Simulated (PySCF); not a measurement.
Z-matrix (Å, degrees):
```
Te
H 1 1.6558
H 1 1.6558 2 90.32
```
Charge 0, multiplicity 1.

Task: Estimate the hole reorganisation energy (four-point), adiabatic ionisation energy (no zero-point term) and LUMO that TPSSh-D3(BJ)/def2-TZVP // PBE0-D3(BJ)/def2-TZVP (PySCF 2.14.0) returns for this input.

Result: 
```
Item                                                 Value
------------------------------------------------  --------
hole reorganisation energy (four-point)           0.004 eV
adiabatic ionisation energy (no zero-point term)   8.98 eV
LUMO                                              -1.12 eV
```
